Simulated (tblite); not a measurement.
Compound: C7H7FO (charge -1 and doublet state).
Numbering: `[OH:1][CH2:2][C-:3]1[CH:4][CH:5]=[CH:6][CH:7]=[C:8]1[F:9]` (hydrogens: H10 on O1; H11, H12 on C2; H13 on C4; H14 on C5; H15 on C6; H16 on C7)
Bond orders are those of one Lewis drawing.

Computed with GFN2-xTB (tblite), gas phase: L-BFGS steps from a force-field or distance-geometry start until the largest atomic force falls under 0.01 eV/Å.

The end geometry, which sets the zero of energy:
```
atom  x, y, z in Å
O1      2.4065    1.3318   -0.8771
C2      2.0594    0.2441    0.0500
C3      0.6215   -0.0728    0.1001
C4     -0.0019   -0.9877   -0.8452
C5     -1.3511   -1.1890   -0.8431
C6     -2.2040   -0.5294    0.0496
C7     -1.6199    0.3943    0.9855
C8     -0.2761    0.5867    0.9635
F9      0.2574    1.4990    1.8745
H10     1.6644    1.9450   -0.8312
H11     2.4375    0.5500    1.0380
H12     2.6551   -0.6007   -0.3134
H13     0.6430   -1.5073   -1.5439
H14    -1.7853   -1.8862   -1.5582
H15    -3.2720   -0.6974    0.0477
H16    -2.2421    0.9286    1.6918
```

Task: These geometries come from the run, each turned onto the end geometry. Order them by energy, lowest first.
A.
```
atom  x, y, z in Å
O1      2.3771    1.5552   -0.5555
C2      2.0541    0.2305   -0.0600
C3      0.6048   -0.0575   -0.0025
C4     -0.0175   -1.0847   -0.8254
C5     -1.3645   -1.3036   -0.7714
C6     -2.2091   -0.5438    0.0425
C7     -1.6189    0.4795    0.8711
C8     -0.2761    0.6682    0.8131
F9      0.2723    1.6745    1.6158
H10     1.7525    2.1487   -0.1256
H11     2.5488    0.1471    0.9308
H12     2.5418   -0.4556   -0.7587
H13     0.6288   -1.6915   -1.4498
H14    -1.7931   -2.1063   -1.3714
H15    -3.2750   -0.7166    0.0960
H16    -2.2335    1.0650    1.5396
```
B.
```
atom  x, y, z in Å
O1      2.6042    1.5121    0.0757
C2      1.9580    0.3226   -0.3268
C3      0.4847    0.1738   -0.1528
C4     -0.0153   -1.0585   -0.7639
C5     -1.3382   -1.4252   -0.6106
C6     -2.2000   -0.6639    0.1464
C7     -1.7208    0.5617    0.7748
C8     -0.3985    0.9099    0.5911
F9      0.0746    2.0487    1.2427
H10     2.5086    1.6249    1.0411
H11     2.4674   -0.5341    0.1583
H12     2.1748    0.2634   -1.4007
H13     0.7117   -1.5885   -1.3852
H14    -1.7166   -2.3286   -1.1004
H15    -3.2140   -0.9925    0.3418
H16    -2.3881    1.1834    1.3573
```
C.
```
atom  x, y, z in Å
O1      2.3621    1.5130   -0.6635
C2      2.0566    0.2307   -0.0362
C3      0.6136   -0.0814    0.0327
C4     -0.0152   -1.0750   -0.8256
C5     -1.3636   -1.2830   -0.7842
C6     -2.2072   -0.5450    0.0519
C7     -1.6171    0.4623    0.8984
C8     -0.2706    0.6366    0.8582
F9      0.2845    1.6111    1.6944
H10     1.7300    2.1321   -0.2822
H11     2.5173    0.2679    0.9693
H12     2.5923   -0.5078   -0.6402
H13     0.6233   -1.6516   -1.4854
H14    -1.8057   -2.0466   -1.4227
H15    -3.2736   -0.7210    0.0732
H16    -2.2343    1.0668    1.5503
```
D.
```
atom  x, y, z in Å
O1      2.6065    1.4806    0.2292
C2      2.0445    0.2743   -0.2668
C3      0.5680    0.0769   -0.1013
C4     -0.0012   -1.1063   -0.7572
C5     -1.3392   -1.4009   -0.6245
C6     -2.2023   -0.6088    0.1032
C7     -1.6702    0.5689    0.7579
C8     -0.3281    0.8302    0.6296
F9      0.1277    1.9762    1.3109
H10     1.9150    1.9075    0.7461
H11     2.5910   -0.5685    0.2124
H12     2.3004    0.2284   -1.3427
H13     0.6662   -1.7322   -1.3347
H14    -1.7267   -2.2933   -1.1145
H15    -3.2524   -0.8467    0.2055
H16    -2.3067    1.2226    1.3356
```
E.
```
atom  x, y, z in Å
O1      2.3574    1.4234   -0.7873
C2      2.0593    0.2298    0.0110
C3      0.6254   -0.1079    0.0877
C4     -0.0057   -1.0457   -0.8278
C5     -1.3566   -1.2345   -0.8194
C6     -2.2029   -0.5427    0.0575
C7     -1.6137    0.4232    0.9460
C8     -0.2695    0.6043    0.9128
F9      0.2742    1.5725    1.7606
H10     1.6743    2.0573   -0.5383
H11     2.4865    0.4217    1.0091
H12     2.6347   -0.5641   -0.4720
H13     0.6331   -1.5898   -1.5140
H14    -1.7963   -1.9466   -1.5167
H15    -3.2733   -0.6940    0.0611
H16    -2.2345    1.0021    1.6181
```

Result: E (0.004 eV), C (0.010 eV), A (0.019 eV), D (0.127 eV), B (0.314 eV).

In the order of the answer:

```tsv
step	E above end (eV)	largest force (eV/Å)	rms force component (eV/Å)	rms distance from end (Å)	rms bond change (Å)	bond most changed (Å)
110	0.004	0.05	0.015	0.118	0.002	O1–C2 -0.004
97	0.010	0.06	0.020	0.230	0.004	O1–C2 -0.011
88	0.019	0.12	0.037	0.305	0.006	O1–C2 -0.020
61	0.127	0.03	0.010	0.771	0.019	O1–C2 -0.051
22	0.314	0.73	0.190	0.857	0.022	O1–C2 -0.059
```

What follows is the cost of the whole relaxation. The run took 0.91 s on one thread of an Arm Neoverse V1 (shared host).
